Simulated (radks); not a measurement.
Charge is removed step by step from the 5p down level of Xe+, starting from [Kr] 4d10 5s2 5p(up 3, down 2). All-electron calculation, non-relativistic Kohn-Sham, r2SCAN, spin-polarised, spherical densities, point nucleus; meta-GGA in the generalised Kohn-Sham scheme; relativity is left out, which matters for an element this heavy. Program: a radial shooting solver on a logarithmic mesh with Libxc functionals.

[
 {"removed (e)": "0", "E - E(0) (eV)": "0.000", "eigenvalue (eV)": "-16.857", "E minus straight line (eV)": "0.000"},
 {"removed (e)": "0.25", "E - E(0) (eV)": "4.482", "eigenvalue (eV)": "-19.006", "E minus straight line (eV)": "-0.817"},
 {"removed (e)": "0.5", "E - E(0) (eV)": "9.505", "eigenvalue (eV)": "-21.181", "E minus straight line (eV)": "-1.093"},
 {"removed (e)": "0.75", "E - E(0) (eV)": "15.075", "eigenvalue (eV)": "-23.379", "E minus straight line (eV)": "-0.822"},
 {"removed (e)": "1", "E - E(0) (eV)": "21.196", "eigenvalue (eV)": "-25.592", "E minus straight line (eV)": "0.000"}
]

Removing the whole electron costs 21.196 eV by Delta-SCF, against 16.857 eV from minus the eigenvalue at the starting occupation. Slater's transition state (half an electron removed) gives 21.181 eV. Integrating minus the eigenvalue over the occupation (Janak's theorem) gives 21.196 eV. The mean slope of the eigenvalue, de/dn, is 8.74 eV per electron. Ionisation energy of Xe+ in the NIST Atomic Spectra Database: 20.975 eV (semi-empirical).
